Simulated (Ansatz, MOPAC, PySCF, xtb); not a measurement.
The molecule TeC, closed-shell singlet (lowest of 2S+1 = 1, 3, 5 at CCSD(T)/def2-TZVPP on PBE0 minima; our sources give no spin for the ground state, which may be another). No spin–orbit coupling.

Seven points along R, fitted to fifth degree in 1/R; most abundant isotopes. In def2 and cc sets the state is the lowest found near the PBE0 minimum, followed along R. The singlet is held restricted. HF and MP2 rows in def2 and cc sets belong to the determinant that coupled cluster picked by its CCSD energy.

The values were computed with Ansatz (Gaussian basis) for Hartree–Fock, density functionals and correlated methods; MOPAC for AM1, PM3, PM6, PM7 (differences of heats of formation); PySCF for 3-21G rows, LANL2DZ rows, STO-3G rows; xtb for the GFN methods.  In def2 rows elements past Kr take small-core potentials, without spin–orbit coupling.

```
level                                r_e (Å)  ω_e (cm⁻¹)  B_e (cm⁻¹)  ω_e x_e (cm⁻¹)  dipole (D)
-----------------------------------  -------  ----------  ----------  --------------  ----------
AM1                                    1.805        1023       0.471             9.0           -
PM3                                    1.955         685       0.402             2.9           -
PM6                                    1.845         802       0.451             1.9           -
PM7                                    1.956        1182       0.401             4.4           -
GFN1-xTB                               1.877        1040       0.435             4.8           -
GFN2-xTB                               1.883         979       0.433             4.8           -
HF/STO-3G                              1.876         988       0.436             2.0        0.18
HF/3-21G                               1.944         884       0.406             3.3        1.41
HF/def2-QZVPP                          1.864         963       0.442             3.4           -
SVWN5/def2-TZVPP                       1.887         875       0.431             3.4        2.65
PBE/def2-TZVPP                         1.907         850       0.422             3.4        2.55
BP86/LANL2DZ                           1.964         781       0.398             3.1        2.35
r2SCAN/def2-TZVPP                      1.893         881       0.428             3.4        2.55
B3LYP/LANL2DZ                          1.942         815       0.407             3.1        2.43
B3LYP/def2-TZVPP                       1.893         879       0.428             3.3        2.59
PBE0/def2-TZVPP                        1.882         906       0.433             3.3        2.59
BHLYP/def2-TZVPP                       1.871         935       0.439             3.2        2.56
CAM-B3LYP/def2-TZVPP                   1.870         929       0.439             3.2        2.68
wB97X-V/def2-TZVPP                     1.866         949       0.441             3.1        2.65
B2PLYP/def2-TZVPP                      1.902         851       0.424             3.7           -
MP2/def2-TZVPP                         1.879         927       0.434             1.9           -
MP2/def2-QZVPP                         1.875         930       0.437             1.9           -
MP2/CBS(def2-TZVPP, def2-QZVPP)        1.873         931       0.437             1.9           -
SCS-MP2/def2-TZVPP                     1.881         924       0.434             2.0           -
SCS-MP2/def2-QZVPP                     1.877         926       0.436             2.1           -
CCSD/def2-TZVPP                        1.882         914       0.433             3.4           -
CCSD/def2-QZVPP                        1.877         918       0.436             3.4           -
CCSD(T)/def2-TZVPP                     1.903         855       0.424             4.0           -
CCSD(T)/def2-QZVPP                     1.898         860       0.426             3.9           -
CCSD(T)/CBS(def2-TZVPP, def2-QZVPP)    1.896         862       0.427             3.9           -
```

Correlated levels freeze the inner cores; with def2 sets outer-core shells near the valence are correlated too. CBS(a, b) extrapolates the correlation energy as X⁻³ and adds the Hartree–Fock energy of set b. Rows in 3-21G, LANL2DZ, STO-3G carry no dispersion term and start afresh at each structure; the Pople sets are all-electron and without relativity. LANL2DZ brings its own core potentials from Na on. The state reached by AM1, PM3, PM6, PM7 isn't checked; PM7 holds dispersion and hydrogen-bond terms.

Doubts at one or more of the structures used: a restricted determinant that unrestricted orbitals would lower (HF/def2-QZVPP, MP2/def2-TZVPP, MP2/def2-QZVPP, MP2/CBS(def2-TZVPP, def2-QZVPP), SCS-MP2/def2-TZVPP, SCS-MP2/def2-QZVPP, CCSD/def2-TZVPP, CCSD/def2-QZVPP, CCSD(T)/def2-TZVPP, CCSD(T)/def2-QZVPP, CCSD(T)/CBS(def2-TZVPP, def2-QZVPP)).

Ansatz is a quantum-chemistry and plane-wave program.
